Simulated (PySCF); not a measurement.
# Ionising BiPb

ROHF-CCSD; Bi cc-pVDZ-PP with ECP60, Pb cc-pVDZ-PP with ECP60; scalar-relativistic core potentials (PySCF 2.14). Neutral (ROHF): doublet (π ↑), Re = 2.821 Å, ωe = 152 cm⁻¹, De = 1.25 eV.

BiPb⁺ (UHF): triplet (π ↑↑), Re = 2.990 Å, ωe = 126 cm⁻¹. The energies at the minima are -405.61302 hartree for BiPb and -405.36891 for BiPb⁺.

Q: Work out the adiabatic ionisation energy, without and with harmonic zero-point energies (1 hartree = 27.2114 eV, 1 eV = 8065.5 cm⁻¹), and the change of the bond length.

A: At CCSD: 0.24411 hartree = 6.643 eV between the minima; the zero-point term (126.0 − 152.0)/2 cm⁻¹ = -0.002 eV makes it 6.641 eV. Re changes by +16.9 pm against the neutral. The electron leaves a π orbital, and the longer bond of the ion fits a bonding orbital, or a change in how ionic the bond is.

Correlated steps freeze 8 core orbitals. UHF and ROHF references stand side by side, which adds small steps between rows. Correlated levels converge slowly with the basis: in double zeta they bind strong bonds too weakly, by up to about 1 eV, and carry superposition errors of some tenths. Spin–orbit coupling is left out, which matters for elements this heavy, above all for dissociation energies. States were picked by a PBE0 search and need not be the measured ground states.

Neutral and ion stand on different kinds of reference determinant, which adds to the error of the difference.
